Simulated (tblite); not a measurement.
C₄H₆Cl₂N₂Pd, triplet, geometry from GFN2-xTB (such geometries of metal compounds can be far from the true shape) (the multiplicity is a formal guess); GFN1-xTB (tblite).

tblite was given this input:
```
$ tblite run mol.xyz --method gfn1 --charge 0 --spin 2 --spin-polarized --json tblite.json --no-restart

# file mol.xyz
15

Pd    -0.03044491     0.01378200     0.12827012
Cl     2.15351655    -0.22299271    -0.42090693
Cl    -1.83098355     0.08627253    -1.24198723
C      1.80784991     4.04035636     0.15574990
C      0.93291600     2.99047376     0.56825127
N      0.22819208     2.14457950     0.90265409
H      2.67737771     3.59946735    -0.33291337
H      2.13017733     4.61997832     1.02004379
H      1.28888258     4.69027162    -0.54811529
C     -1.82082537    -4.03633306     0.08045987
C     -1.15842852    -2.89672483     0.62867142
N     -0.62546410    -1.97845455     1.07214185
H     -2.49851981    -4.46516504     0.81788640
H     -1.08103519    -4.78040591    -0.21335317
H     -2.38764552    -3.72338368    -0.79713937
```

Q: What does tblite print? Leave out banner, timings and long lists.

A: 
```
xTB calculator
 | screened Coulomb repulsion
 | Coulomb electrostatics
 |  * isotropic Klopman-Ohno-Mataga-Nishimoto electrostatics
 |  * onsite third-order electrostatics
 | DFT-D3(BJ) dispersion correction
 | Interactions (1)
 | [1] spin polarization

halogen bonding energy    0.0000000000000E+00 Eh
repulsion energy          3.4236585003666E-01 Eh
dispersion energy        -7.4105395613521E-03 Eh
interaction energy        0.0000000000000E+00 Eh
number of electrons       5.6000000000000E+01 e
integral cutoff           3.1755424281685E+01 bohr

------------------------------------------------------------
  cycle        total energy    energy error   density error
------------------------------------------------------------
      1     -30.75252231834  -3.1087478E+01   4.9094956E-01
      2     -30.93361544656  -1.8109313E-01   3.1335011E-01
      3     -30.95143064293  -1.7815196E-02   1.7853207E-01
      4     -31.00410643014  -5.2675787E-02   4.1872913E-02
      5     -31.00734458982  -3.2381597E-03   2.4333361E-03
      6     -31.00736499516  -2.0405342E-05   1.1775193E-03
      7     -31.00736817534  -3.1801763E-06   7.0328483E-04
      8     -31.00736905818  -8.8283953E-07   3.2243164E-04
      9     -31.00736936556  -3.0738760E-07   2.1152488E-04
     10     -31.00736950491  -1.3934692E-07   7.0797478E-05
     11     -31.00736950797  -3.0600198E-09   2.3902296E-05
     12     -31.00736950917  -1.1993215E-09   3.0563682E-06
------------------------------------------------------------

electronic energy        -3.1342324819646E+01 Eh
total energy             -3.1007369509171E+01 Eh

Post processing:
 | Mayer-Wiberg bond orders

[Info] JSON dump of results written to 'tblite.json'
```
